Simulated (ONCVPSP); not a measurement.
## Transferability test, ONCV potential for aluminium

ONCVPSP 4.0.1 input, shortened (lines: element, Z, core and valence counts, functional; n l f; lmax; l rc ep ncon nbas qcut; lloc lpopt rc5 dvloc0; l nproj debl; icmod fcfact rcfact), PBEsol, scalar-relativistic:

```
  Al 13.00    3    2  -116133      upf
    1    0    2.00
    2    0    2.00
    2    1    6.00
    3    0    2.00
    3    1    1.00
    2
    0    1.75    0.00    3    7    4.70
    1    2.85    0.00    4    9    2.80
    2    2.65    0.38    4    8    3.50
    4    5    1.65    0.00
    0    2    3.60
    1    2    3.70
    2    3    1.30
    3    3.25    1.05
```

Energies are relative to the spin-unpolarised reference configuration 3s2 3p1; without spin polarisation the order of configurations can differ from experiment.

(1) Give the all-electron excitation energy and the error of the potential for: 3s2 3p0; 3s1 3p0; 3s2 3p0.5; 3s1 3p2.

Answers

(1)

```
valence configuration  charge  ΔE all-electron (eV)  error AE − PS (meV)
              3s2 3p0      +1                 5.736                 -3.5
              3s1 3p0      +2                24.907                 -6.0
            3s2 3p0.5    +0.5                 2.074                 -0.6
              3s1 3p2       0                 5.119                 +3.0
```
